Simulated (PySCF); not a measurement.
How methods differ on the excitation energy of Ge⁺

Ge⁺ [Ar] 3d10 4s2 4p1 (2P) → Ge⁺ [Ar] 3d10 4s1 4p2 (4P), as a difference of total energies. Calculation: PySCF 2.14, in x2c-TZVPPall; scalar relativity by spin-free X2C-1e. Correlated levels: valence: [Ar] 3d10 frozen. The calculations carry no spin-orbit coupling.

| method | excitation energy (eV) |
| --- | --- |
| UHF | 4.932 |
| MP2 (valence) | 5.702 |
| SCS-MP2 (valence) | 5.993 |
| CCSD (valence) | 5.967 |
| CCSD(T) (valence) | 5.986 |
| CCSDT (valence) | 5.992 |

Question: How much does correlation contribute at CCSD(T) (valence)?

Answer: 5.986 − (4.932) = 1.054 eV, measured against UHF.

Errors of the correlated levels include the incompleteness of this basis and the frozen core.

For comparison: 6.389 eV (measured; NIST levels, between the centres of gravity of the two terms).
